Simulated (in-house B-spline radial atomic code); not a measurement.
Ionising Ag with different functionals

Computed with a B-spline radial code for spherical atoms: scalar-relativistic (spin-free X2C) Hamiltonian, Fermi nucleus of rms radius 4.5454 fm, spin-polarised at highest spin, spherical fractional occupations for the functionals, and exact exchange of hybrids averaged over the configuration. The ionisation energy is the difference of two self-consistent energies, [Kr] 4d10 5s1 → [Kr] 4d10, without Breit or QED terms; ε is the level of the shell that loses the electron (its least bound occupied spin orbital). There is no spin-orbit coupling in this Hamiltonian.

```
   method                    rung  ΔSCF (eV)  -ε(5s) (eV)
     PBE0           global hybrid       7.63         5.31
    B3LYP           global hybrid          ?            ?
    TPSSh           global hybrid       7.59         4.87
BHandHLYP           global hybrid       7.42         5.84
  r2SCAN0           global hybrid       7.59         5.54
    B97-1           global hybrid       7.49         4.98
    HSE06  range-separated hybrid          ?            ?
    wB97X  range-separated hybrid       7.29         6.99
CAM-B3LYP  range-separated hybrid       7.74         6.44
  LC-wPBE  range-separated hybrid       7.32         7.30
```

Problem. What does B3LYP give?

Solution. ΔSCF 7.89 eV, and -ε(5s) = 5.29 eV.

Problem. What does HSE06 give?

Solution. ΔSCF 7.68 eV, and -ε(5s) = 4.99 eV.

Problem. Among the functionals, which spreads more, the ΔSCF values or the orbital energies?

Solution. The orbital energies: ΔSCF values span about 0.60 eV and the orbital energies 2.43 eV; here energy differences depend much less on the functional than eigenvalues do.

Problem. How do they compare with the NIST value?

Solution. NIST lists 7.576 eV (measured, ground level to ground level). Errors run from -0.29 to +0.32 eV; r2SCAN0 is closest (+0.01 eV), but part of that can be cancellation, since the calculations leave out Breit-QED terms.
